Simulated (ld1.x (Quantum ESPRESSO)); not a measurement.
## Before and after: PAW potential for B

B, PAW, made with ld1.x (Quantum ESPRESSO) 7.5 (PBEsol, scalar-relativistic). Core [He], reference 2s2 2p1. Waves: 2s (bound): rcut 1.50, rcutus 1.85 bohr; 2s channel at 0.4 Ry: rcut 1.50, rcutus 1.85 bohr; 2p (bound): rcut 3.40, rcutus 4.25 bohr; 2p channel at 0.35 Ry: rcut 3.40, rcutus 4.25 bohr. Local part: all-electron potential smoothed inside 2.80 bohr (lloc = -1). Core correction: a·sin(br)/r model core, default radius (core density twice the valence density). Augmentation charge: PSQ, inside the norm-conserving radii.

Change: local potential all-electron potential smoothed inside 2.10 bohr (lloc = -2).

Cutoffs: the cutoffs (Ry, on a coarse ladder) from which the occupation-weighted sum of valence levels, in a spherical-Bessel basis at the reference potential, stays within 10 and 1 mRy of its value at 400 Ry; they do not see the model core or the augmentation charge, which bear on the density cutoff. Errors are all-electron minus pseudo energies relative to the spin-unpolarised reference configuration.

Q: How do hardness, ghosts and transferability respond?

A: Both files are so soft that the ladder of cutoffs tells neither apart; of the 7 tests that both files solve, the error grows in 1 and shrinks in 2 by more than 15 % and 0.3 meV (median size 5.2 → 1.6 meV); the range in which the s phases agree widens (upper end 2.1 → at the end of the scan); neither file shows a bound ghost.

```tsv
quantity	base	changed
cutoff, loose	6 Ry	6 Ry
cutoff, tight	10 Ry	10 Ry
bound ghosts	none	none
error for 2s2 2p0, meV [ΔE 8.14 eV]	+13	-1.6
error for 2s1 2p0, meV [ΔE 33.40 eV]	+35	-8.5
error for 2s2 2p0.5, meV [ΔE 2.86 eV]	+0.3	-1.6
error for 2s1 2p1, meV [ΔE 14.26 eV]	-28	-26
error for 2s1 2p2, meV [ΔE 5.82 eV]	-0.3	-0.3
error for 2s2 2p1.3, meV [ΔE -0.72 eV]	+0.9	+1.1
error for 2s0 2p3, meV [ΔE 11.66 eV]	-5.2	-5.2
s: phases at 4.58 bohr within 0.05 rad from the reference energy up to (Ry; the scan ends near 5)	2.1	to the end of the scan
p: phases at 4.58 bohr within 0.05 rad from the reference energy up to (Ry; the scan ends near 5)	0.7	0.5
lowest overlap eigenvalue by channel	s 0.66, p 0.16	s 0.58, p 0.13
```
